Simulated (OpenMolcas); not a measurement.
An atom or ion with 44 electrons was computed by MS-CASPT2, IPEA 0.25 Eh, imaginary shift 0.1 Eh with spin-orbit coupling (OpenMolcas, ANO-RCC-VQZP, DKH2). The lowest levels that the run gave, each within 12 % of the measured value where one is at hand:

```
J  Parity  E (cm⁻¹)      g
4    even       0.0  1.249
3    even      2560  1.084
2    even      3630  0.729
2    even      7260  1.295
1    even      9560  1.501
0    even      9820       
2    even     10800  1.143
4    even     13830  1.002
5    even     15110  1.398
4    even     16700  1.347
3    even     17930  1.249
2    even     18770  1.001
```

**Question.** Which ion is it, and what are the configurations and terms?

**Answer.** Rh+ (Z = 45, charge +1; active space 8 electrons in 6 orbitals (4d 5s)). J, parity and g give the terms where levels are pure, and mixed ones are named by the computed weights; the size of the splittings, set against known spectra of the 44-electron sequence, gives the charge. In order, with the measured energies in cm⁻¹ (NIST Handbook of Basic Atomic Spectroscopic Data): 4d⁸ ³F₄, 4d⁸ ³F₃ (2401), 4d⁸ ³F₂ (3581), 4d⁸ ³P₂ [63 %] (8164), 4d⁸ ³P₁ (10515), 4d⁸ ³P₀ (10761), 4d⁸ ¹D₂ [62 %] (11644), 4d⁸ ¹G₄ (14855), 4d⁷ 5s ⁵F₅ (16885), 4d⁷ 5s ⁵F₄ (18540), 4d⁷ 5s ⁵F₃ (19792), 4d⁷ 5s ⁵F₂ (20647).

CASPT2 does not keep the components of a term degenerate, so their means are used; among the terms shown or strongly mixed into the levels shown the widest spread is 1500 cm-1 (4d⁸ ¹G). Terms from blocks run as CI alone lack orbitals of their own. A single d shell beside an s shell can misplace configurations of different d count against each other. Measured partners are found by configuration, term and J. A level has none where our copy of the source lacks it or the pairing is in doubt (some pairs that miss far off the trend of their configuration count as doubtful), and it then counts in no deviation. Levels of configurations outside the active space are missing.

A share in square brackets marks a mixed level and gives the weight of the term that names it.
